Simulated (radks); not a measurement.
Initial-state core-level shifts of neutral magnesium when its valence configuration changes from [Ne] 3s2. Method: Dirac Kohn-Sham, PBE, spin-unpolarised, spherical densities, finite nucleus; open shells fill j = l - 1/2 first; Fermi nuclear charge, rms radius 3.057 fm; computed with a radial shooting solver on a logarithmic mesh with Libxc functionals. Shifts are changes of the shell-averaged eigenvalues in eV (positive: less bound); the change of the density at the nucleus, which sets a Mossbauer isomer shift, is in e/bohr^3, on a base of 1161.

valence          1s      2s      2p  density at nucleus
3s1.5 3p0.5  -1.092  -1.070  -1.064             -0.6845
3s1 3p1      -2.110  -2.068  -2.055             -1.4570
3p2          -3.997  -3.916  -3.889             -3.2141
